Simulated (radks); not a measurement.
Results of a calculation; reference values are marked as such.
Charge is removed step by step from the 5p level of Ho+, starting from [Xe] 4f11 6s1. Level of theory: scalar-relativistic Kohn-Sham, PBE, spin-unpolarised, spherical densities, point nucleus (a radial shooting solver on a logarithmic mesh with Libxc functionals).

| removed (e) | E - E(0) (eV) | eigenvalue (eV) | E minus straight line (eV) |
|---|---|---|---|
| 0 | 0.000 | -32.428 | 0.000 |
| 0.1 | 3.298 | -33.609 | -0.550 |
| 0.2 | 6.715 | -34.805 | -0.981 |
| 0.3 | 10.253 | -36.015 | -1.293 |
| 0.4 | 13.911 | -37.237 | -1.482 |
| 0.5 | 17.693 | -38.472 | -1.549 |
| 0.6 | 21.599 | -39.718 | -1.491 |
| 0.7 | 25.630 | -40.975 | -1.309 |
| 0.8 | 29.787 | -42.243 | -1.000 |
| 0.9 | 34.071 | -43.521 | -0.564 |
| 1 | 38.484 | -44.810 | 0.000 |

Removing the whole electron costs 38.484 eV by Delta-SCF, against 32.428 eV from minus the eigenvalue at the starting occupation. Slater's transition state (half an electron removed) gives 38.472 eV. Integrating minus the eigenvalue over the occupation (Janak's theorem) gives 38.520 eV. In this scalar-relativistic scheme the density is built from large components alone, so the theorem holds only approximately. The mean slope of the eigenvalue, de/dn, is 12.4 eV per electron.
